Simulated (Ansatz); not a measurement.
CaH2, singlet: energies of several shapes or isomers

Program: Ansatz, Gaussian basis, development build. Basis def2-SVP, nonrelativistic, 9 orbitals frozen in the corrections; active space CAS(4,6). Restricted Hartree–Fock, then the lowest state-specific CASSCF solution met for each case. The basis is small, far from the limit. Single-reference values can break down or jump between states where bonds are stretched. Solutions in different active orbitals can move differences by tenths of an eV and at times more than 1 eV.

Case A:

```xyz
3

H     0.0000    0.0000    2.0500
Ca    0.0000    0.0000    0.0000
H     0.0000    0.0000   -2.0500
```

Case B:

```xyz
3

H     0.0000    0.0000    2.2140
Ca    0.0000    0.0000    0.0000
H     0.0000    0.0000   -2.2140
```

Case C. A bond is stretched, to 1.49 times the sum of the covalent radii.

```xyz
3

H     0.0000    0.0000    3.0750
Ca    0.0000    0.0000    0.0000
H     0.0000    0.0000   -2.0500
```

Case D. A bond is stretched, to 1.98 times the sum of the covalent radii.

```xyz
3

H     0.0000    0.0000    4.1000
Ca    0.0000    0.0000    0.0000
H     0.0000    0.0000   -2.0500
```

Energy less that of case A, in eV:

| case | RHF/ROHF | CASSCF |
| --- | --- | --- |
| B | +0.092 | +0.042 |
| C | +1.342 | +1.019 |
| D | +3.012 | +2.008 |

(1) What does SC-NEVPT2 give for these differences?

(2) Which case is lowest, and do the methods agree?

Results:

(1) B: +0.066 eV; C: +1.108 eV; D: +2.159 eV.

(2) A is lowest in SC-NEVPT2. Of the methods shown, RHF/ROHF, CASSCF agree.
